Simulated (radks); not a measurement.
Spherical quantum dot in the effective-mass picture: electrons in a hard-walled sphere of radius 1.66, all in effective atomic units (hartree* = m*/eps^2 hartree, bohr* = eps/m* bohr), one dielectric constant everywhere. Method: non-relativistic Kohn-Sham, PBE, spin-polarised, spherical densities; computed with a radial shooting solver with Libxc functionals. Levels are named by radial order and angular momentum (1s, 1p, 1d, 2s, ...), and open shells are averaged over m. Results are scaled to m* = 0.534 and eps = 11.4, for which hartree* = 111.8 meV and bohr* = 1.13 nm.

N = 13, configuration 1s2 1p6 1d(up 5, down 0). This is the lowest configuration that the search found. Occupied and some empty levels:

level,occupation,eigenvalue (meV),<r> (nm)
1s up,1,1382.1,1.084
1s down,1,1403.1,1.072
1p up,3,1535.9,1.196
1p down,3,1560.9,1.190
1d up,5,1761.6,1.270
1d down,0,1788.8,1.268
2s up,0,1999.8,0.8876
2s down,0,2010.7,0.8918
1f up,0,2049.5,1.326
1f down,0,2077.9,1.325
2p up,0,2387.4,0.9956
2p down,0,2401.9,0.9957

Energy (meV): total 13231.7, kinetic 6446.6, external 0, Hartree 8030.6, exchange-correlation -1245.6.

Electron density:

r (nm),n(r) (e/nm^3)
0.0963,0.2078
0.190,0.2318
0.283,0.2725
0.377,0.3311
0.470,0.4076
0.564,0.5006
0.657,0.6065
0.751,0.7181
0.845,0.8253
0.938,0.9146
1.03,0.9712
1.13,0.9807
1.22,0.9328
1.31,0.8246
1.41,0.6666
1.50,0.4760
1.59,0.2864
1.69,0.1308
1.78,0.03246
1.87,0.00008556
